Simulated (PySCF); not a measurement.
C₆ coefficients of unlike pairs at PBE

Calculated with PySCF 2.14 from the dipole response of each species, C₆(A,B) = (3/π) ∫ α_A(iu) α_B(iu) du, in atomic units, from isotropic polarisabilities. For ions this is the dispersion term alone; charge-induced terms of lower order in 1/R come first.

```
species       configuration                                                                               basis      relativity  α (bohr³)  C₆ (like pair)
   Pd³⁺       [Kr] 4d7 (4F)  x2c-QZVPPall with one added diffuse shell each of s, p, d, f, g type (14s9p8d5f3g)   spin-free X2C      4.466           20.42
     Ti   [Ar] 3d2 4s2 (3F)                                                           aug-cc-pVDZ-DK (7s6p4d2f)   spin-free X2C      104.6            1204
   Ir²⁺  [Xe] 4f14 5d7 (4F)                                           aug-cc-pVTZ-PP with ECP60MDF (6s6p5d3f2g)  core potential      10.71           69.22
    Cr⁺       [Ar] 3d5 (6S)                                                           aug-cc-pVDZ-DK (7s6p4d2f)   spin-free X2C      14.72           53.51
```

(1) Estimate C₆ for Cr⁺ with Pd³⁺.

No spin-orbit coupling is included.

The other pairs:

```tsv
pair	C₆
Cr⁺, Ir²⁺	58.42
Ir²⁺, Ti	216.9
Cr⁺, Ti	229.6
Ti, Pd³⁺	100.1
Ir²⁺, Pd³⁺	36.81
```

Results:

(1) The integral gives 29.63. The combination rule 2 C_A C_B / (C_A α_B/α_A + C_B α_A/α_B) gives 26.16 and the geometric mean 33.05.
